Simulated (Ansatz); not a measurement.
# Nudged elastic band run: Cl₂H₂Sn

input.yaml

```yaml
crystal:
  periodic: [false, false, false]
  atoms:
    - { symbol: Sn, position_ang: [0.361954, 0.04137, 0.076798] }
    - { symbol: Cl, position_ang: [0.697312, -0.029689, 2.394361] }
    - { symbol: H, position_ang: [1.887416, -0.071203, -0.669876] }
    - { symbol: H, position_ang: [-0.617056, 1.391811, -0.262488] }
    - { symbol: Cl, position_ang: [-0.852627, -1.879089, -0.493496] }
basis:
  gaussian: { orbitals: def2-SVP }
hamiltonian:
  xc: pbe0
  dispersion: d4
neb:
  order_check: false
  images: 7
  f_tol: 0.05
  max_iterations: 60
  final_atoms:
    - { symbol: Sn, position_ang: [0.40303117, 0.80388989, -0.92274828] }
    - { symbol: Cl, position_ang: [1.48324636, -0.03592167, 1.63643943] }
    - { symbol: H, position_ang: [0.84185005, -1.04346416, 1.04921549] }
    - { symbol: H, position_ang: [-1.04673381, 1.32496204, -0.02210383] }
    - { symbol: Cl, position_ang: [-0.20439477, -1.59626609, -0.69550381] }
  initial_path:
    images:
      - { positions_ang: [[0.361954, 0.04137, 0.076798], [0.697312, -0.029689, 2.394361], [1.887416, -0.071203, -0.669876], [-0.617056, 1.391811, -0.262488], [-0.852627, -1.879089, -0.493496]] }
      - { positions_ang: [[0.27158903, 0.03090694, 0.05736158], [0.90057775, -0.02126407, 2.32775328], [1.89459515, -0.05324675, -0.42592143], [-0.66727602, 1.39835297, -0.34314586], [-0.92248691, -1.90154908, -0.57074857]] }
      - { positions_ang: [[0.18122407, 0.02044387, 0.03792516], [1.1038435, -0.01283915, 2.26114556], [1.9017743, -0.03529051, -0.18196687], [-0.71749605, 1.40489493, -0.42380372], [-0.99234682, -1.92400915, -0.64800113]] }
      - { positions_ang: [[0.0908591, 0.00998081, 0.01848874], [1.30710925, -0.00441422, 2.19453783], [1.90895345, -0.01733426, 0.0619877], [-0.76771607, 1.4114369, -0.50446158], [-1.06220673, -1.94646923, -0.7252537]] }
      - { positions_ang: [[0.00049414, -0.00048226, -0.00094768], [1.510375, 0.00401071, 2.12793011], [1.9161326, 0.00062199, 0.30594226], [-0.8179361, 1.41797886, -0.58511944], [-1.13206663, -1.9689293, -0.80250626]] }
      - { positions_ang: [[0.10112839, 0.20061078, -0.23139783], [1.50359284, -0.00597239, 2.00505744], [1.64756196, -0.26039955, 0.49176057], [-0.87513553, 1.39472466, -0.44436553], [-0.90014867, -1.8757635, -0.77575565]] }
      - { positions_ang: [[0.20176265, 0.40170381, -0.46184798], [1.49681068, -0.01595548, 1.88218477], [1.37899132, -0.52142109, 0.67757887], [-0.93233495, 1.37147045, -0.30361163], [-0.6682307, -1.7825977, -0.74900504]] }
      - { positions_ang: [[0.30239691, 0.60279685, -0.69229813], [1.49002852, -0.02593858, 1.7593121], [1.11042069, -0.78244262, 0.86339718], [-0.98953438, 1.34821625, -0.16285773], [-0.43631274, -1.68943189, -0.72225442]] }
      - { positions_ang: [[0.40303117, 0.80388989, -0.92274828], [1.48324636, -0.03592167, 1.63643943], [0.84185005, -1.04346416, 1.04921549], [-1.04673381, 1.32496204, -0.02210383], [-0.20439477, -1.59626609, -0.69550381]] }
```

Command:

```bash
$ ansatz run input.yaml --threads 1 --pin off --max-ram 2048MiB --backend cpu --events-out ev --progress --plain --runs-dir out
```

Output, in part (warnings, iteration lines, the closing report on the highest movable image, with atoms numbered from 0):

```
NEB end point (image 0): max|allowed force component| = 9.349e-4 eV/Å (the criterion of neb.relax_end_points is 1.000e-2)
NEB end point (image 8): max|allowed force component| = 2.117e-2 eV/Å (the criterion of neb.relax_end_points is 1.000e-2)
NEB iter   1: max|band force component| = 4.296e0 eV/Å  barrier→ = 2.6696 eV  barrier← = 1.9826 eV  Δτ_max = 0.1969 Å  (212 SCF iters)
NEB iter   2: max|band force component| = 2.281e0 eV/Å  barrier→ = 1.8973 eV  barrier← = 1.2104 eV  Δτ_max = 0.1946 Å  (195 SCF iters)
NEB iter   3: max|band force component| = 1.437e0 eV/Å  barrier→ = 1.9796 eV  barrier← = 1.2926 eV  Δτ_max = 0.1936 Å  (185 SCF iters)
NEB iter   4: max|band force component| = 4.289e0 eV/Å  barrier→ = 1.8544 eV  barrier← = 1.1674 eV  Δτ_max = 0.0992 Å  (198 SCF iters)
NEB iter   5: max|band force component| = 7.953e-1 eV/Å  barrier→ = 1.7595 eV  barrier← = 1.0725 eV  Δτ_max = 0.1979 Å  (181 SCF iters)
NEB iter   6: max|band force component| = 3.301e0 eV/Å  barrier→ = 1.8764 eV  barrier← = 1.1894 eV  Δτ_max = 0.0996 Å  (192 SCF iters)
NEB iter   7: max|band force component| = 7.551e-1 eV/Å  barrier→ = 1.8542 eV  barrier← = 1.1672 eV  Δτ_max = 0.2000 Å  (184 SCF iters)
NEB iter   8: max|band force component| = 9.139e-1 eV/Å  barrier→ = 1.6242 eV  barrier← = 0.9373 eV  Δτ_max = 0.0999 Å  (192 SCF iters)
NEB iter   9: max|band force component| = 8.699e-1 eV/Å  barrier→ = 1.6873 eV  barrier← = 1.0003 eV  Δτ_max = 0.1004 Å  (187 SCF iters)
NEB iter  10: max|band force component| = 1.165e0 eV/Å  barrier→ = 1.6469 eV  barrier← = 0.9599 eV  CI = image 2  Δτ_max = 0.1003 Å  (183 SCF iters)
NEB iter  11: max|band force component| = 4.851e-1 eV/Å  barrier→ = 1.8333 eV  barrier← = 1.1463 eV  CI = image 2  Δτ_max = 0.1963 Å  (186 SCF iters)
NEB iter  12: max|band force component| = 4.750e-1 eV/Å  barrier→ = 1.8589 eV  barrier← = 1.1719 eV  CI = image 2  Δτ_max = 0.1635 Å  (182 SCF iters)
NEB iter  13: max|band force component| = 3.241e-1 eV/Å  barrier→ = 1.8555 eV  barrier← = 1.1686 eV  CI = image 2  Δτ_max = 0.0500 Å  (186 SCF iters)
NEB iter  14: max|band force component| = 1.851e-1 eV/Å  barrier→ = 1.8546 eV  barrier← = 1.1676 eV  CI = image 2  Δτ_max = 0.1038 Å  (182 SCF iters)
NEB iter  15: max|band force component| = 7.152e-2 eV/Å  barrier→ = 1.8544 eV  barrier← = 1.1675 eV  CI = image 2  Δτ_max = 0.1427 Å  (173 SCF iters)
NEB iter  16: max|band force component| = 2.420e-1 eV/Å  barrier→ = 1.8544 eV  barrier← = 1.1674 eV  CI = image 2  Δτ_max = 0.0708 Å  (152 SCF iters)
NEB iter  17: max|band force component| = 3.384e-2 eV/Å  barrier→ = 1.8544 eV  barrier← = 1.1674 eV  CI = image 2  Δτ_max = 0.0000 Å  (306 SCF iters)
Total energy: -30893.47606081 eV, -1135.3143048846 hartree
Atom 0 at     0.276577     0.077494    -0.421896 Å, force     0.003607     0.000367     0.000049 eV/Å
Atom 1 at     1.275233    -0.022322     2.011726 Å, force     0.000293     0.000244     0.000884 eV/Å
Atom 2 at     1.878997    -0.084098     0.347856 Å, force    -0.001280     0.000040    -0.000801 eV/Å
Atom 3 at    -0.891831     1.338194    -0.287901 Å, force    -0.001188     0.001589     0.000298 eV/Å
Atom 4 at    -1.061976    -1.856068    -0.604486 Å, force    -0.001433    -0.002241    -0.000430 eV/Å
Dipole moment:     0.146157     0.410462    -0.458395 e Å
```

The forces met the threshold. Neighbouring images differ by up to 1.3 eV, so the band resolves the path poorly. A vibrational analysis at the climbing image gives one clearly imaginary mode, 1016i cm⁻¹: a first-order saddle point. The orbitals stay closed-shell, which can raise the energy where a bond breaks towards radicals; this wasn't checked here.

Final band (atoms are numbered from 1 in the order of the input):

```tsv
image	path coordinate (Å)	energy (kJ/mol)	Sn1–H3 (Å)	Cl2–H3 (Å)
0	0.00	0.0	1.70	3.29
1	0.71	57.8	1.68	2.54
2	1.42	178.9	1.79	1.77
3	2.00	109.1	2.34	1.32
4	2.58	89.6	3.03	1.29
5	3.16	84.7	3.41	1.29
6	3.73	82.3	3.33	1.29
7	4.31	74.2	3.11	1.30
8	4.89	66.3	2.74	1.33
```

The run took 4.6 min on 1 thread of Arm Neoverse V2, with other jobs on the host, peak memory 0.15 GiB.
